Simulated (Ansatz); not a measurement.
`[CH3][InH][O][SiH3]` + PH₃ → `[CH3][InH][PH2]` + `O[SiH3]`  (ligand exchange at the In–O bond)

Isolated molecules relaxed with PBE0-D4/def2-TZVP in Ansatz; ΔE leaves out vibrations. CBS: MP2 limit from def2 TZ/QZ plus the TZ coupled-cluster correction, frozen cores. This one scheme is used for every species. DFT in def2-TZVPP. B3LYP here is the variant with VWN-RPA as its local correlation; programs differ in this. HSE06 is defined as in plane-wave codes. def2 core potentials past Kr. For In outer-core shells are correlated without core-valence functions, which leaves a few kJ/mol of doubt a bond. One conformer a species, not always the lowest.

```csv
level,ΔE (kJ/mol),difference from CCSD(T)/CBS
LDA (SPW92),-2.0,-16.6
PBE-D4,2.5,-12.1
revPBE-D4,4.9,-9.7
BLYP-D4,16.5,1.9
r2SCAN-D4,9.9,-4.7
B97M-V,15.6,1.0
PBE0-D4,0.2,-14.4
B3LYP-D4,13.5,-1.1
r2SCANh-D4,8.0,-6.6
r2SCAN0-D4,5.4,-9.2
BHLYP-D4,14.1,-0.5
ωB97X-V,14.4,-0.2
ωB97M-V,10.6,-4.0
PBE,0.7,-13.9
revPBE,0.7,-13.9
BLYP,13.1,-1.5
r2SCAN,9.3,-5.3
PBE0,-1.4,-16.0
B3LYP,10.8,-3.8
r2SCANh,7.3,-7.3
r2SCAN0,4.6,-10.0
HSE06,-1.8,-16.4
BHLYP,12.1,-2.5
CAM-B3LYP,16.0,1.4
LC-ωPBE,9.2,-5.4
RPA@PBE/def2-TZVPP,19.5,4.9
HF/def2-SVP,19.7,5.1
MP2/def2-SVP,25.6,11.0
CCSD/def2-SVP,24.5,9.9
CCSD(T)/def2-SVP,24.9,10.3
HF/def2-TZVPP,17.2,2.6
MP2/def2-TZVPP,11.5,-3.1
SCS-MP2/def2-TZVPP,17.8,3.2
CCSD/def2-TZVPP,13.9,-0.7
CCSD(T)/def2-TZVPP,13.8,-0.8
HF/def2-QZVPP,18.9,4.3
MP2/def2-QZVPP,12.6,-2.0
SCS-MP2/def2-QZVPP,18.6,4.0
MP2/CBS(def2),12.4,-2.2
CCSD/CBS(def2),14.8,0.2
CCSD(T)/CBS,14.6,0
```

Largest T1 diagnostic among the species: 0.014.

In def2-TZVPP, CCSD(T) changes the Hartree–Fock value by −3.4 kJ/mol (the triples alone add −0.1 kJ/mol) and MP2 by −5.7 kJ/mol. Leaving LDA and LC-ωPBE aside and taking each functional with its dispersion term where it has one, the values, not all of them listed here, spread over 18.0 kJ/mol, from HSE06-D4 to CAM-B3LYP-D4. From r2SCAN to r2SCAN0 (25 % exact exchange), in def2-TZVPP and without D4, ΔE moves by −4.6 kJ/mol.
